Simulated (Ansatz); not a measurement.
Basis-set series for `[CH3][Ti]([CH3])([NH2])[NH2]`. Total charge 0; spin multiplicity 1. The structure was optimised at the PBE0-D4/def2-TZVP level. It is one conformer, not always the lowest.

| functional | basis | functions | energy (Eh) | HOMO (eV) | LUMO (eV) |
| --- | --- | --- | --- | --- | --- |
| PBE0-D4 | def2-SVP | 137 | -1040.56779 | -6.97 | -0.83 |
| PBE0-D4 | def2-TZVPP | 328 | -1040.90791 | -7.17 | -0.99 |
| ωB97M-V | def2-SVP | 137 | -1040.81436 | -9.36 | 0.88 |
| ωB97M-V | def2-TZVPP | 328 | -1041.16571 | -9.56 | 1.11 |

Problem. Give the rows for def2-QZVPP. (An estimate is asked.)

Solution. The calculation gave: 
```json
{"functional": "PBE0-D4", "basis": "def2-QZVPP", "functions": "621", "energy (Eh)": "-1040.93644", "HOMO (eV)": "-7.19", "LUMO (eV)": "-1.03"}
{"functional": "ωB97M-V", "basis": "def2-QZVPP", "functions": "621", "energy (Eh)": "-1041.19262", "HOMO (eV)": "-9.58", "LUMO (eV)": "0.48"}
```

Positive LUMOs are unbound and depend on the basis. Scalar relativity is left out up to krypton.

Results of the Gaussian-basis code of Ansatz.
